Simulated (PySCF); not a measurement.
C10H6S2, SMILES c1sc2c(cc3sccc3c2)c1, singlet, GFN2-xTB optimised geometry.

```
18

C      1.56    -3.10     0.00
C      2.10    -1.86     0.00
C      1.12    -0.83     0.00
C      1.31     0.55     0.00
C      0.19     1.35     0.00
S      0.17     3.10     0.00
C     -1.56     3.10     0.00
C     -2.10     1.86     0.00
C     -1.12     0.83     0.00
C     -1.31    -0.55     0.00
C     -0.19    -1.35     0.00
S     -0.17    -3.10     0.00
H      2.07    -4.04     0.00
H      3.16    -1.67     0.00
H      2.31     0.97     0.00
H     -2.07     4.04     0.00
H     -3.16     1.67     0.00
H     -2.31    -0.97     0.00
```

Density from B3LYP/def2-SVP (PySCF 2.14.0) at that geometry.

Minimum of the electron density along straight lines between bonded atoms, close to the bond critical point (lines longer than 1.1 times the sum of covalent radii, or with two minima, are not listed):

```
bond     length / Å  ρ at the minimum / e bohr⁻³  ∇²ρ there / e bohr⁻⁵  position (fraction from the first atom)
-------  ----------  ---------------------------  --------------------  ---------------------------------------
C1–C2         1.348                        0.331                 -0.86                                     0.51
C2–C3         1.428                        0.291                 -0.72                                     0.50
C3–C4         1.391                        0.308                 -0.78                                     0.50
C4–C5         1.379                        0.314                 -0.80                                     0.49
C5–S6         1.744                        0.208                 -0.44                                     0.47
S6–C7         1.733                        0.212                 -0.46                                     0.53
C7–C8         1.348                        0.331                 -0.86                                     0.51
C5–C9         1.417                        0.298                 -0.73                                     0.51
C8–C9         1.428                        0.291                 -0.72                                     0.50
C9–C10        1.391                        0.308                 -0.78                                     0.50
C3–C11        1.417                        0.298                 -0.73                                     0.49
C10–C11       1.379                        0.314                 -0.80                                     0.49
C1–S12        1.733                        0.212                 -0.46                                     0.47
C11–S12       1.744                        0.208                 -0.44                                     0.47
C1–H13        1.073                        0.287                 -1.13                                     0.64
C2–H14        1.075                        0.284                 -1.09                                     0.63
C4–H15        1.079                        0.284                 -1.08                                     0.63
C7–H16        1.073                        0.287                 -1.13                                     0.64
C8–H17        1.075                        0.284                 -1.09                                     0.63
C10–H18       1.079                        0.284                 -1.08                                     0.63
```
